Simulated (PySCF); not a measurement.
Below is a simulated gas-phase C 1s photoelectron spectrum of `CC(C)(C)[AsH2]`.

Every computed line was given a Gaussian of 0.5 eV full width at half maximum and an area set by the number of equivalent atoms; the highest printed point is 100. Level of theory: delta-SCF UKS SCAN, pcX-2 on the ionised atom, pcseg-1 elsewhere, spin-free X2C in PySCF.

(binding energy (eV), intensity): (289.8, 1), (289.9, 3), (290.0, 9), (290.1, 23), (290.2, 47), (290.3, 75), (290.4, 97), (290.5, 100), (290.6, 83), (290.7, 56), (290.8, 30), (290.9, 13), (291.0, 4), (291.1, 1), (291.2, 0)

**Question.** Count the maxima, the lines and the sites behind this envelope.

**Answer.** The curve has 1 maximum (at 290.5 eV). Under it lie 2 lines from 2 inequivalent carbon sites. At this width some lines have no maximum of their own.

**Question.** Decompose the envelope and assign each component. Numbering: `[CH3:1][C:2]([CH3:3])([CH3:4])[AsH2:5]`.

**Answer.** 
```tsv
position (eV)	relative area	line	atoms	environment
290.45	3	C 1s	C1/C3/C4	methyl carbon
290.50	1	C 1s	C2	sp3 carbon without hydrogen
```

The 2 C 1s values lie within 0.05 eV of each other; Gaussian lines of 0.5 eV full width would blend them into one maximum.

The curve has no shake-up lines and no vibrational structure. One atom of each set of topologically equivalent atoms was ionised and stands for the set; in this conformer not all members are related by symmetry, and their own values weren't computed. Isolated species at its PBE0-D3(BJ)/def2-SVP geometry, gas phase.

Conformer computed: `[CH3:1][C:2]([CH3:3])([CH3:4])[AsH2:5]`: H–As5–C2–C1 -44°, H–As5–C2–C1 49°.
